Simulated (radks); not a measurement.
Values are calculated unless marked as measured or tabulated.
Task: Se, configuration [Ar] 3d10 4s2 4p4. Level of theory: scalar-relativistic Kohn-Sham, BLYP, spin-unpolarised, spherical densities, point nucleus (a radial shooting solver on a logarithmic mesh with Libxc functionals). Some entries of the table are withheld. Estimate them.

orbital  occ.  eigenvalue (eV)  <r^2> (bohr^2)
1s          2        -12508.14        0.002616
2s          2        -1607.442         0.04528
2p          6        -1414.117         0.03585
3s          2              (1)          0.3798
3p          6              (2)             (3)
3d         10         -53.0004          0.4986
4s          2         -17.1937             (4)
4p          4          -6.3688             (5)

Result: 
(1) 3s eigenvalue (eV): -213.1520
(2) 3p eigenvalue (eV): -152.7333
(3) 3p <r^2> (bohr^2): 0.4082
(4) 4s <r^2> (bohr^2): 3.689
(5) 4p <r^2> (bohr^2): 6.348
